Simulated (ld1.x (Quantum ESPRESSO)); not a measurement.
**Varying the TM semilocal potential for nickel (Ni)**

Base potential:

* Element: Ni (Z = 28)
* Generator: ld1.x (Quantum ESPRESSO) 7.5
* Type: norm-conserving Troullier–Martins (semilocal form)
* Functional: PBE
* Relativity: scalar-relativistic
* Frozen core: [Ne]
* Valence charge: 18
* Reference configuration: 3s2 3p6 3d8 4s2 4p0
* Partial waves: 3s (bound): rc 0.65 bohr; 3d (bound): rc 1.50 bohr; 3p (bound): rc 1.10 bohr
* Local potential: the p channel
* Core correction: Bessel-smoothed model core, default radius (core density twice the valence density)

Occupied shells without a wave of their own: 4s. They enter only through the test configuration that unscreens the potential, and ld1.x also counts them in the model core charge.

All-electron outer shells of the reference configuration (PBE, scalar-relativistic, ld1.x):

| shell | level (eV) | outermost node (bohr) | outermost maximum (bohr) |
| --- | --- | --- | --- |
| 2s | -981.83 | 0.07 | 0.21 |
| 2p | -844.68 | – | 0.16 |
| 3s | -111.06 | 0.30 | 0.64 |
| 3p | -71.39 | 0.27 | 0.65 |
| 3d | -8.87 | – | 0.63 |
| 4s | -5.64 | 0.92 | 2.24 |
| 4p | -1.22 | 1.00 | 3.17 |

Cutoffs, loose and tight: the cutoffs (Ry, on a coarse ladder) from which the occupation-weighted sum of valence levels, in a spherical-Bessel basis at the reference potential, stays within 10 and 1 mRy of its value at 400 Ry. They do not see the model core or the augmentation charge, which bear on the density cutoff. Test errors are all-electron minus pseudo excitation energies from the reference, over the configurations 3s2 3p6 3d8 4s1 4p0; 3s2 3p6 3d8 4s0 4p0; 3s2 3p6 3d7 4s0 4p0; 3s2 3p6 3d9 4s1 4p0; 3s2 3p5 3d8 4s2 4p0; 3s2 3p6 3d9 4s0 4p0; 3s2 3p6 3d7 4s2 4p0. A dash means not determined; rows that change the core or the reference have their own tests.

With those shells counted twice in exchange and correlation these files are broken, and their errors move erratically; no question is asked of them.

Cutoffs are not given where the Bessel-basis levels miss the radial ones by over 6 mRy, ghosts where they miss by over 20 mRy; a channel whose overlap is not positive is not tested.

In the semilocal form every listed channel keeps its own potential, so the choice of the local channel does not act on these tests. It acts once the file is put into the separable form.

A semilocal file is local in each channel, so a ghost entry of none says nothing of the separable form that plane-wave codes build from it.

The default core radius of the base comes out at 0.35 bohr.

```csv
change,outcome,"cutoff, loose","cutoff, tight",bound ghosts,largest test error (meV)
base,generated,260 Ry,over 300 Ry,none,-1195
wave 3p (bound): rc 1.10 bohr becomes 3p (bound): rc 1.64 bohr,generated,260 Ry,over 300 Ry,none,-1204
reference 3s2 3p6 3d8 4s1 4p0,generated,260 Ry,over 300 Ry,none,-599
"all radii but the core radius scaled by about 0.83 (s 0.54, p 0.92, d 1.24 bohr)",generated,–,–,none,-1321
core correction Bessel-smoothed model core inside 0.38 bohr,generated,260 Ry,over 300 Ry,none,-1195
"form changed from semilocal to separable (Kleinman–Bylander), still TM; local potential the s channel",generated,260 Ry,over 300 Ry,none,-1127
wave 3s (bound): rc 0.65 bohr becomes 3s (bound): rc 0.96 bohr,"generated, misses its reference levels by 0.28 eV",160 Ry,260 Ry,none,-2398
wave 3d (bound): rc 1.50 bohr becomes 3d (bound): rc 1.16 bohr,generated,260 Ry,over 300 Ry,none,-1138
local potential the d channel,generated,260 Ry,over 300 Ry,none,-1195
```
